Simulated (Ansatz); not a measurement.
This singlet lies 1.32 eV below the relaxed triplet at the level frozen-core CCSD(T)/cc-pVTZ // B3LYP-D3(BJ)/def2-TZVP (Ansatz, a program for electronic structure).

Species: H4GeOSi, SMILES `[OH][Ge][SiH3]` (lower singlet; H–O–Ge–Si torsion 180°) (charge 0, multiplicity 1).

Task: Give a relaxed geometry from Ansatz with B3LYP-D3(BJ)/def2-TZVP.

Result: This is not unique; one that fits is the end point of this relaxation, one of several conformers (outside a Z-matrix the atoms follow the SMILES, hydrogens last).
Z-matrix (Å, degrees):
```
Si
H 1 1.4868
H 1 1.4877 2 108.27
H 1 1.4880 2 107.89 3 -116.25
Ge 1 2.5011 2 110.73 4 -123.33
O 5 1.8122 1 90.93 2 -56.03
H 6 0.9643 5 112.13 1 -179.58
```
